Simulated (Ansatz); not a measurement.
System: HSiOF, charge 0, singlet. HSiOF (SMILES O[Si]F).
B3LYP-D3(BJ)/def2-TZVP minimum from Ansatz (a program for electronic structure):
```xyz
4

Si    -0.0135    -0.0091     0.6102
F     -0.7000     1.0493    -0.4186
O      0.7270    -1.0491    -0.4244
H      0.6724    -0.9234    -1.3804
```
Charge 0, spin multiplicity 1.

Total energies in cc-pV(T+d)Z, 18 correlated electrons, 7 frozen orbitals. UHF or UKS for unpaired electrons; spin-orbit terms are left out. Correlated methods leave the cores frozen. No relativity.

```json
[
 {"method": "HF", "program": "Ansatz", "energy (Eh)": "-463.98810", "minus CCSDT(Q) (mEh)": "625.72"},
 {"method": "MP2", "program": "Ansatz", "energy (Eh)": "-464.58173", "minus CCSDT(Q) (mEh)": "32.09"},
 {"method": "CCSD", "program": "Ansatz", "energy (Eh)": "-464.59174", "minus CCSDT(Q) (mEh)": "22.07"},
 {"method": "CCSD(T)", "program": "Ansatz", "energy (Eh)": "-464.61247", "minus CCSDT(Q) (mEh)": "1.34"},
 {"method": "CCSDT(Q)", "program": "Ansatz", "energy (Eh)": "-464.61382", "minus CCSDT(Q) (mEh)": "0.00"}
]
```

Rough core times of Ansatz's runs on a shared machine: CCSD(T) under 20 s, CCSDT(Q) 20 min.
